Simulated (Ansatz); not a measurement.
A nudged elastic band was laid between two geometries of C3H7F3Si (14 atoms, charge 0, multiplicity 1).

Method: Ansatz 0.2.0, RKS BHLYP/def2-SVP.

```json
{
  "movable images": "8",
  "climbing image": "no",
  "spring": "5.0 eV/Å²",
  "optimiser": "quadratic models (default)",
  "start path": "through a guess of the saddle point",
  "force threshold": "0.05 eV/Å",
  "iteration limit": "43",
  "end points": "relaxed"
}
```

Initial state:

```xyz
14
Properties=species:S:1:pos:R:3
C -0.193 -2.004 0.123
Si 0.578 -0.511 0.903
F 2.126 -0.399 0.437
C -0.271 1.091 0.297
C -0.096 1.477 -1.142
F -1.606 0.936 0.556
F 0.147 2.125 1.078
H -0.095 -1.977 -0.966
H -1.258 -2.049 0.371
H 0.281 -2.921 0.482
H 0.540 -0.531 2.375
H 0.962 1.630 -1.362
H -0.487 0.698 -1.799
H -0.642 2.405 -1.326
```

Final state:

```xyz
14
Properties=species:S:1:pos:R:3
C -0.369 -2.138 0.714
Si 0.662 -0.642 0.373
F 1.700 -0.936 -0.837
C -0.453 0.789 -0.226
C 0.207 2.014 -0.785
F -1.312 0.289 -1.161
F -1.228 1.148 0.843
H -0.946 -2.403 -0.176
H -1.072 -1.930 1.526
H 0.249 -2.993 1.001
H 1.456 -0.179 1.527
H 0.847 2.477 -0.032
H 0.812 1.749 -1.653
H -0.566 2.727 -1.085
```

Task: Which bonds break or form, and what moves?

Result: No bond is made or broken. The dihedral H11–Si2–C4–C5 goes from 167 to 65°.

Task: Give the energies along the band, and the barrier.

Result: The run converged. The highest image is number 4 of 0 to 9, 3.7 kJ/mol above the first end and 6.5 kJ/mol above the last; the last end lies 2.8 kJ/mol below the first. No image climbed, so the highest image needn't sit at the top of the path.

```
image  path coordinate (Å)  energy (kJ/mol)  dihedral H11–Si2–C4–C5 (°)
    0                 0.00              0.0                         167
    1                 0.52              0.6                         156
    2                 1.05              1.9                         145
    3                 1.57              3.2                         133
    4                 2.09              3.7                         121
    5                 2.62              3.0                         109
    6                 3.14              1.4                          98
    7                 3.66             -0.5                          87
    8                 4.19             -2.2                          76
    9                 4.71             -2.8                          65
```

Task: What is the geometry of the highest image?

Result: 
```xyz
14
Properties=species:S:1:pos:R:3
C -0.315 -2.115 0.396
Si 0.631 -0.553 0.694
F 1.962 -0.543 -0.236
C -0.403 0.975 0.135
C 0.107 1.735 -1.053
F -1.671 0.543 -0.136
F -0.521 1.831 1.188
H -0.575 -2.207 -0.662
H -1.245 -2.109 0.971
H 0.268 -2.993 0.687
H 1.067 -0.368 2.088
H 1.109 2.122 -0.861
H 0.148 1.086 -1.930
H -0.572 2.568 -1.252
```

Run time: 3.2 min on 2 threads of Arm Neoverse V2, on a shared host, peak memory 0.43 GiB.
